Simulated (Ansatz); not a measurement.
`C[SiH2][S][Ti]([Cl])([Cl])[Cl]` + H–F → `C[SiH2]F` + `[SH][Ti]([Cl])([Cl])[Cl]` at 298.15 K and 1 bar (ligand exchange at the Si–S bond).

Calculated with Ansatz (gas phase, PBE0-D4/def2-TZVP geometries, no zero-point term in ΔE). CBS: MP2 limit from def2 TZ/QZ plus the TZ coupled-cluster correction, frozen cores. This one scheme is used for every species. For Ti outer-core shells are correlated without core-valence functions, which leaves a few kJ/mol of doubt a bond. Scalar relativity is left out up to krypton. Each species was taken in one conformer, which may not be the lowest.

```
                         species  CCSD(T)/CBS energy (Eh)  H − E (kJ/mol)  S (J/(mol·K))
`C[SiH2][S][Ti]([Cl])([Cl])[Cl]`              -2956.45554           194.0          470.4
                             H–F               -100.39570            33.5          173.6
                      `C[SiH2]F`               -430.00374           162.8          286.2
      `[SH][Ti]([Cl])([Cl])[Cl]`              -2626.86635            58.7          390.4
```

H − E and S are ideal-gas, rigid-rotor, harmonic terms from PBE0-D4/def2-TZVP, for one conformer and one mirror image of each species. 1 Eh = 2625.50 kJ/mol, R = 8.31446 J/(mol·K).

Question: By hand: ΔE, ΔH, ΔS and ΔG.

Answer: ΔE = (-430.00374) + (-2626.86635) − (-2956.45554) − (-100.39570) = -0.01885 Eh = -49.5 kJ/mol. Δ(H − E) = 162.8 + 58.7 − 194.0 − 33.5 = -6.0, so ΔH = -55.5 kJ/mol. ΔS = 286.2 + 390.4 − 470.4 − 173.6 = 32.6 J/(mol·K). ΔG = -55.5 − 298.15 × (32.6)/1000 = -65.2 kJ/mol.

Question: By hand: the equilibrium constant, and the temperature at which ΔG would vanish if ΔH and ΔS stayed fixed.

Answer: log₁₀ K = −ΔG/(RT ln 10) = 11.4. ΔH and −TΔS have one sign here, so there is no such temperature.

ΔH outweighs TΔS. A doubt of 5 kJ/mol in ΔE shifts log₁₀ K by 0.9 here. Other conformers and mirror images would add mixing entropy, several J/(mol·K) or more a flexible species. Modes under 60 cm⁻¹, often nearly free rotors, make the harmonic entropy too high. These are equilibria of isolated gas molecules and say nothing of rates. Largest T1 diagnostic: 0.026 (customary marks: 0.02 for closed shells, 0.045 for open ones).
